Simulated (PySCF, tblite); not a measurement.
Isomers of C5H6F3NSi, one GFN2-xTB conformer each. Single-point energies are computed at PBE0/pcSseg-1 (PySCF, gas phase, no added dispersion term), electronic only.

```
                      SMILES  GFN2-xTB relative energy (kJ/mol)
N#C[C@H]1C[Si@H](C(F)(F)F)C1                              227.4
       FC(F)(F)[SiH2]n1cccc1                                0.0
```

Conformers: `[N:1]#[C:2][C@H:3]1[CH2:4][Si@H:5]([C:6]([F:7])([F:8])[F:9])[CH2:10]1` with C2–C3–C4–Si5 106°, C3–C4–Si5–C6 120°, C4–Si5–C10–C3 -9°, C2–C3–C10–Si5 -105°; `[F:1][C:2]([F:3])([F:4])[SiH2:5][n:6]1[cH:7][cH:8][cH:9][cH:10]1` with C2–Si5–N6–C7 162°.

**Question.** What does PBE0/pcSseg-1 give for the same structures?

**Answer.** 
```
                      SMILES  PBE0/pcSseg-1 E (Eh)  PBE0/pcSseg-1 (kJ/mol)  GFN2-xTB (kJ/mol)  point group
       FC(F)(F)[SiH2]n1cccc1            -837.16774                     0.0                0.0           C1
N#C[C@H]1C[Si@H](C(F)(F)F)C1            -837.13135                    95.5              227.4           Cs
```

Both levels put the same isomer lowest. As drawn, the lower has an aromatic ring, which the higher lacks; the higher has a four-membered ring and a C≡N group, which the lower lacks.

**Question.** Which frontier levels, dipoles and rotational constants go with these structures?

**Answer.** 
```json
{"SMILES": "FC(F)(F)[SiH2]n1cccc1", "HOMO (eV, PBE0/pcSseg-1)": "-6.59", "LUMO (eV)": "-0.10", "dipole (D)": "2.17", "A, B, C (MHz)": "2662, 677.4, 605.5"}
{"SMILES": "N#C[C@H]1C[Si@H](C(F)(F)F)C1", "HOMO (eV, PBE0/pcSseg-1)": "-9.03", "LUMO (eV)": "-0.59", "dipole (D)": "1.67", "A, B, C (MHz)": "2990, 558.5, 550.0"}
```

**Question.** What happens when harmonic zero-point energies from GFN2-xTB frequencies are added?

**Answer.** 
```csv
SMILES,ZPE (kJ/mol),electronic (kJ/mol),with ZPE (kJ/mol)
FC(F)(F)[SiH2]n1cccc1,263.3,0.0,0.0
N#C[C@H]1C[Si@H](C(F)(F)F)C1,266.1,95.5,98.3
```

The zero-point energies span 2.8 kJ/mol. The order is unchanged.
